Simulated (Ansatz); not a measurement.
GeHMe2(NHEt) (C4H13GeN). Charge 0, multiplicity 3. Geometry r2SCAN-D4/def2-SVP, that of the neutral singlet; atoms count from 1.

Cartesian coordinates in Å:
```
Ge 0.076 0.818 0.895
H 0.106 0.089 2.255
C 1.883 1.451 0.471
H 1.891 1.981 -0.495
H 2.588 0.608 0.408
H 2.246 2.143 1.248
C -1.188 2.301 0.891
H -0.918 3.046 1.654
H -2.206 1.939 1.099
H -1.190 2.804 -0.089
N -0.568 -0.417 -0.316
C 0.159 -1.653 -0.561
C -0.718 -2.692 -1.247
H -0.900 0.000 -1.186
H 1.088 -1.511 -1.160
H 0.494 -2.049 0.416
H -1.615 -2.897 -0.642
H -0.173 -3.635 -1.408
H -1.054 -2.329 -2.233
```

At PBE0-D4/def2-TZVP a singlet of charge 0 lies 5.57 eV below the triplet at the same geometry.

**Question.** Estimate the Mulliken populations from the PBE0/def2-TZVP orbitals of Ansatz.

**Answer.** 
| atom | charge (e) | spin (α − β) |
| --- | --- | --- |
| Ge1 | -0.01 | 0.39 |
| H2 | 0.02 | 0.00 |
| C3 | -0.37 | -0.02 |
| H4 | 0.10 | 0.07 |
| H5 | 0.11 | 0.03 |
| H6 | 0.12 | 0.05 |
| C7 | -0.37 | -0.11 |
| H8 | 0.12 | 0.03 |
| H9 | 0.12 | 0.03 |
| H10 | 0.10 | 0.06 |
| N11 | 0.35 | 0.51 |
| C12 | 0.01 | -0.18 |
| C13 | -0.23 | -0.11 |
| H14 | -0.39 | 0.71 |
| H15 | 0.01 | 0.26 |
| H16 | 0.06 | 0.08 |
| H17 | 0.09 | 0.04 |
| H18 | 0.09 | 0.05 |
| H19 | 0.06 | 0.09 |
Mulliken values depend strongly on the basis.

**Question.** Where does the spin sit?

**Answer.** Summed by element: Ge 0.39, H 1.51, C -0.41, N 0.51, of 2 unpaired in all. Largest on single atoms: H14 0.71, N11 0.51, Ge1 0.39.

**Question.** And the Mayer bond orders between heavy atoms (over 0.3)?

**Answer.** Ge1–C3 0.83 (1.96 Å); Ge1–C7 0.91 (1.95 Å); Ge1–N11 0.33 (1.85 Å); N11–C12 1.12 (1.45 Å); C12–C13 1.05 (1.52 Å).
